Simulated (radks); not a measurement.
The numbers below are computed, except where a source is named.
The palladium ion Pd3+, configuration [Kr] 4d6 5d1 (not the ground configuration). Code: a radial shooting solver on a logarithmic mesh with Libxc functionals. Model: scalar-relativistic Kohn-Sham, BLYP, spin-unpolarised, spherical densities, point nucleus. Some entries of the table are withheld. Estimate them.

orbital  occ.  eigenvalue (hartree)  <r^2> (bohr^2)  r(max) (bohr)
1s          2             -890.1334        0.001371        0.02066
2s          2             -131.5848         0.02256         0.1168
2p          6             -118.1792         0.01776            (1)
3s          2             -25.25177          0.1646         0.3418
3p          6             -20.84696          0.1666            (2)
3d         10             -13.85002          0.1525         0.2821
4s          2              -4.94709             (3)            (4)
4p          6              -3.66325           1.172         0.9013
4d          6              -1.79950           1.868          1.042
5s          0              -1.28222           5.916          2.091
5p          0              -0.98740           7.915          2.401
5d          1              -0.60364             (5)          3.313

Answer. 
(1) 2p r(max) (bohr): 0.09338
(2) 3p r(max) (bohr): 0.3349
(3) 4s <r^2> (bohr^2): 0.9823
(4) 4s r(max) (bohr): 0.8468
(5) 5d <r^2> (bohr^2): 14.82
